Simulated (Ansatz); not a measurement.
Ansatz (a first-principles code) input (CCSD(T)/def2-QZVPPD):
A basis named .json is the Basis Set Exchange file of that set.

Ansatz 0.2 input:
```yaml
crystal:
  periodic: [false, false, false]
  atoms:
    - {symbol: Na, position_ang: [-0.00000000, -0.00000000, -1.12369133]}
    - {symbol: F, position_ang: [0.00000000, 0.00000000, 1.37340051]}
basis:
  gaussian:
    orbitals: def2-QZVPPD.json
total_charge: 1
magnetization: {spin_polarized: true, initial_magnetization: 1}
correlation: {method: ccsd_t, electrons: outside_noble_gas}
```

End of the output:

```
mean field evaluation 32: about -7104.6020 eV, gradient 1.3e0 eV
mean field evaluation 64: about -7104.5842 eV, gradient 1.6e-4 eV
mean field evaluation 96: about -7104.8304 eV, gradient 1.0e-3 eV
mean field -7104.83041539 eV, -261.0977019387 hartree, gradient 2.9e-6 eV, S^2 0.754216; 8 other end points of the search recorded, 0 dependent functions left out
determinant -7104.83041539 eV, -261.0977019387 hartree, with singles and doubles -7111.13954510 eV, -261.3295581787 hartree
determinant -7104.58419147 eV, -261.0886533765 hartree, with singles and doubles -7110.89618085 eV, -261.3206147076 hartree
determinant -7104.83041539 eV, -261.0977019387 hartree, with singles and doubles -7111.11286993 eV, -261.3285778844 hartree
determinant -7104.58419147 eV, -261.0886533765 hartree, with singles and doubles -7110.86679128 eV, -261.3195346609 hartree
6 core orbitals not correlated, not the lowest: weight in the atoms' cores, before any rotation towards them, 0.997 or more for the frozen orbitals, at most 0.003 for the correlated occupied ones
reference -7104.83041539 eV, -261.0977019387 hartree; 4, 3 occupied and 114, 115 virtual orbitals, 756 factors
second order -5.99949997 eV of doubles, -0.00000000 eV of singles
coupled cluster: 0.75 GiB planned
cycle   1  -6.28245416 eV  change    3.7e-7 eV  update   1.8e-6
perturbative correction -0.12921913 eV, -0.0047487153 hartree
Total energy: -7111.24208868 eV, -261.3333265861 hartree
```
